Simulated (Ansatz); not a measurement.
Consider the substitution at a C–O bond: `BOCO` + H–F → `BOCF` + H₂O.

Program: Ansatz. Geometries: PBE0-D4/def2-TZVP. ΔE: electronic, gas phase. CCSD(T)/CBS is the MP2 limit (def2-TZVPP, def2-QZVPP) plus CCSD(T) − MP2 in def2-TZVPP, frozen cores. This one scheme is used for every species. Functionals use def2-TZVPP. Each species was taken in one conformer, which may not be the lowest.

`BOCO`:

Z-matrix (Å, degrees):
```
C
O 1 1.416
O 1 1.382 2 111.0
H 1 1.096 2 106.2 3 -122.2
H 1 1.093 2 110.1 3 118.1
B 2 1.344 1 121.5 3 -104.2
H 3 0.962 1 108.8 2 -65.4
H 6 1.202 2 120.0 1 -2.9
H 6 1.196 2 117.0 1 177.8
```

H–F:

Z-matrix (Å, degrees):
```
F
H 1 0.920
```

`BOCF`:

```xyz
8

B    -0.369   -0.463    1.215
O     0.618   -0.025    0.406
C     0.351    0.417   -0.884
F     0.691   -0.566   -1.765
H    -1.508   -0.427    0.836
H    -0.047   -0.859    2.293
H    -0.714    0.636   -1.013
H     0.978    1.287   -1.088
```

H₂O:

```xyz
3

O     0.311   -0.076   -0.221
H    -0.564    0.186   -0.515
H     0.253   -0.110    0.736
```

```tsv
level	ΔE (kJ/mol)	difference from CCSD(T)/CBS
BLYP-D4	-0.2	-4.1
r2SCANh-D4	0.1	-3.8
ωB97X-V	-0.4	-4.3
BLYP	-3.4	-7.3
BHLYP	-2.7	-6.6
CAM-B3LYP	-2.1	-6.0
HF/def2-TZVPP	-6.5	-10.4
MP2/def2-TZVPP	6.8	2.9
HF/def2-QZVPP	-7.0	-10.9
HF/CBS(def2)	-7.0	-10.9
CCSD(T)/CBS	3.9	0
```

Largest T1 diagnostic among the species: 0.013.

In def2-TZVPP, CCSD(T) changes the Hartree–Fock value by +10.4 kJ/mol (the triples alone add +1.2 kJ/mol) and MP2 by +13.4 kJ/mol. Leaving LDA and LC-ωPBE aside and taking each functional with its dispersion term where it has one, the values, not all of them listed here, spread over 6.6 kJ/mol, from B97M-V to revPBE-D4. LDA lies +4.8 kJ/mol from PBE without D4.
